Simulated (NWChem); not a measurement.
Species: CClF, singlet; SMILES F[C]Cl

```xyz
3

F     -0.2802     1.4574     0.0000
C      0.6694     0.5905     0.0000
Cl    -0.0879    -0.9800     0.0000
```
Atoms are numbered in this order, from 1.

Low-valent species are run as closed-shell singlets; no triplet was tried in these runs. Geometry: optimised at PBE0/def2-SVP.

Symmetry labels are those of Cs in the frame above (b1 and b2, or b-type labels, depend on it). States above −ε(HOMO) = 6.7 eV lie in this functional's continuum and hang on the basis.

Q: List the 4 lowest vertical singlet excitations from PBE/def2-SVPD, TDA (NWChem).

A: 
| state | energy (eV) | oscillator strength | symmetry | leading excitation (squared amplitude) |
|---|---|---|---|---|
| S1 | 3.55 | 0.012 | a" | HOMO → LUMO (0.96) |
| S2 | 4.73 | 0.001 | a" | HOMO−1 → LUMO (0.98) |
| S3 | 6.04 | 0.002 | a' | HOMO−2 → LUMO (0.62) |
| S4 | 7.31 | 0.278 | a' | HOMO → LUMO+1 (0.47) |
